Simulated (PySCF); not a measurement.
An excited-state job on `C[O][Ge@]([NH2])([F])[CH2]F`.

Computed with TDDFT PBE0/def2-SVPD, vertical, gas phase, core orbitals frozen in the response (PySCF 2.14.0, density-fitted response routines). Geometry: GFN2-xTB. A driver script takes a list of jobs; this job's settings line and coordinates (Å) are shown.

Command:
```bash
OMP_NUM_THREADS=1 python probes_run.py task.json out
```

Input:
```
{"job": {"kind": "uv", "xc": "PBE0", "basis": "def2-SVPD", "nstates": 6, "ntriplets": 2}, "charge": 0, "multiplicity": 1}
C      2.369302    -0.074927     0.070842
O      1.115132     0.589806     0.092258
Ge    -0.437771    -0.122727    -0.248777
N     -0.689466    -1.663984     0.681336
F     -0.392360    -0.751659    -1.902665
C     -1.702952     1.441490    -0.258856
F     -2.785834     1.158343     0.533803
H      2.330822    -1.021699     0.611240
H      2.681509    -0.266888    -0.956247
H      3.084748     0.592961     0.551962
H     -0.921302    -1.549502     1.659036
H     -1.358406    -2.295829     0.261386
H     -1.217331     2.328528     0.146966
H     -2.076769     1.635614    -1.264451
```

Output:
```
coarse grid: 55984 points
cycle   1  E = -2485.7453949560  dE = -5.535e-02  |g| = 1.007e+00  |ddm| = 5.074e+00
cycle   2  E = -2485.4468340570  dE =  2.986e-01  |g| = 1.657e+00  |ddm| = 3.249e+00
cycle   3  E = -2485.9185511277  dE = -4.717e-01  |g| = 1.160e-01  |ddm| = 1.845e+00
cycle   4  E = -2485.9203409767  dE = -1.790e-03  |g| = 6.420e-02  |ddm| = 1.858e-01
cycle   5  E = -2485.9210661721  dE = -7.252e-04  |g| = 1.498e-02  |ddm| = 8.322e-02
cycle   6  E = -2485.9211077822  dE = -4.161e-05  |g| = 4.951e-03  |ddm| = 1.939e-02
cycle   7  E = -2485.9211121512  dE = -4.369e-06  |g| = 8.286e-04  |ddm| = 6.040e-03
final grid: 118472 points
cycle   8  E = -2485.9211562600  dE =  1.023e-07  |g| = 1.404e-03  |ddm| = 7.965e-03
cycle   9  E = -2485.9211556112  dE =  6.488e-07  |g| = 2.353e-03  |ddm| = 3.678e-03
cycle  10  E = -2485.9211566259  dE = -1.015e-06  |g| = 7.777e-05  |ddm| = 2.296e-03
cycle  11  E = -2485.9211566271  dE = -1.198e-09  |g| = 1.908e-05  |ddm| = 1.269e-04
cycle  12  E = -2485.9211566272  dE = -5.730e-11  |g| = 6.655e-06  |ddm| = 2.940e-05
converged SCF energy = -2485.9211566272

Static polarisability (au): isotropic 66.858, principal 57.751 66.563 76.261

Singlet excitations
state   eV       nm        f      main configurations
  1   6.5565    189.1   0.10957   H->L 0.95
  2   7.0829    175.0   0.02060   H-1->L 0.91
  3   7.4177    167.1   0.01921   H->L+1 0.74, H->L+2 0.13
  4   7.5992    163.2   0.01095   H-2->L 0.85
  5   7.7179    160.6   0.03156   H->L+2 0.46, H-3->L 0.38
  6   7.8015    158.9   0.03201   H-1->L+1 0.80

Triplet excitations (Tamm-Dancoff, eV): 5.9016 6.7770
```

The SCF starts on a coarse grid where the log names one; the energy can jump when the final grid takes over, and dE then counts from the start density on the new grid. H and L stand for HOMO and LUMO; the number after each pair is its weight.

Q: How does the lowest singlet excitation compare with the HOMO–LUMO gap?

A: HOMO -8.08 eV and LUMO -0.25 eV give a gap of 7.83 eV; S1 at 6.56 eV lies 1.27 eV below it.

Q: Give S1 in cm⁻¹ and kJ/mol.

A: 6.5565 eV × 8065.54 = 52882 cm⁻¹; × 96.485 = 632.6 kJ/mol.

Summary of the converged run: HOMO -8.08 eV, LUMO -0.25 eV; lowest singlet 6.56 eV; lowest triplet 5.90 eV (Tamm–Dancoff); mean polarisability 66.9 au.

 The PBE0/def2-SVPD calculation is non-relativistic and has no spin–orbit coupling, an omission that weighs most on germanium.

Q: How long does this job take on one thread of an Arm Neoverse V1 (shared host)? And the peak memory of the process?

A: About 48 s, with 1.1 GiB resident at the peak, the Python interpreter and its libraries included.

One conformer stands for the species.
Labels such as C1 count atoms from 1, the log's own numbers from 0.
